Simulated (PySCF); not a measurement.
These are PBE-D3(BJ)/def2-TZVP in PySCF 2.14.0 values and carry that method's errors. All species are isolated molecules in the gas phase. One relaxed conformer stands for a flexible species; it need not be the lowest. Excitations are Tamm–Dancoff values on a coarser integration grid. The basis has no diffuse functions, so Rydberg states are missing or too high.

Reference species (SMILES): `C=CC(=C)O` (C–C–C–O torsion 0°, C–C–O–H torsion 0°) (neutral, multiplicity 1).

```
Item                    Value
-------------------  --------
HOMO                 -5.44 eV
S1 excitation (TDA)   5.16 eV
```

Changed species: `C(=C)(C=C)C` (C–C–C–C torsion 180°) (X = methyl; the reference has X = hydroxy).

Task: Predict the effect on the HOMO and S1 excitation (TDA).

Result: the HOMO drops by 0.27 eV, to -5.71 eV; the S1 excitation (TDA) goes up by 0.82 eV, to 5.98 eV.
